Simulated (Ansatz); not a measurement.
Redistribution: C2H4Cl2 + C2F3I → C2H4ClI + C2ClF3

Species: C2H4Cl2 `CC(Cl)Cl`, singlet; C2F3I (trifluoroiodoethylene) `FC(F)=C(F)I`, singlet; C2H4ClI `CC(Cl)I`, singlet; C2ClF3 (chlorotrifluoroethylene) `FC(F)=C(F)Cl`, singlet. The partners trade Cl for I; both sit on C, so the bond types are kept.

Shapes, held fixed at every level: PBE0-D4/def2-TZVP. Programs: Ansatz 0.2.0. The zero-point and thermal change to 298 K, harmonic and unscaled (PBE0-D4/def2-TZVP), is -0.1 kJ/mol.

```json
{"level": "HF/def2-SVP", "kind": "Hartree–Fock", "ΔH(298 K) (kJ/mol)": "+1.8", "less CCSD(T)/def2-TZVPP": "+0.3"}
{"level": "PBE-D4/def2-TZVPP", "kind": "GGA", "ΔH(298 K) (kJ/mol)": "-0.3", "less CCSD(T)/def2-TZVPP": "-1.8"}
{"level": "PBE0-D4/def2-TZVPP", "kind": "global hybrid", "ΔH(298 K) (kJ/mol)": "-0.2", "less CCSD(T)/def2-TZVPP": "-1.7"}
{"level": "MP2/def2-SVP", "kind": "perturbation theory", "ΔH(298 K) (kJ/mol)": "-4.2", "less CCSD(T)/def2-TZVPP": "-5.7"}
{"level": "MP2/def2-TZVPP", "kind": "perturbation theory", "ΔH(298 K) (kJ/mol)": "-1.0", "less CCSD(T)/def2-TZVPP": "-2.5"}
{"level": "CCSD(T)/def2-SVP", "kind": "coupled cluster or CI", "ΔH(298 K) (kJ/mol)": "-2.1", "less CCSD(T)/def2-TZVPP": "-3.6"}
{"level": "CCSD(T)/def2-TZVPP", "kind": "coupled cluster or CI", "ΔH(298 K) (kJ/mol)": "+1.5", "less CCSD(T)/def2-TZVPP": "0.0"}
```

The highest level, CCSD(T)/def2-TZVPP, gives ΔH(298 K) = +1.5 kJ/mol; the levels span -4.2 to +1.8. That is about zero within the method's error. They disagree on the sign: 2 of 7 are positive. The column of differences is taken from that level and isn't an error. No measured value is set beside it here. For atoms past krypton def2 sets carry core potentials with scalar relativity. Outer-core shells of I are correlated, in sets that cover them unevenly.
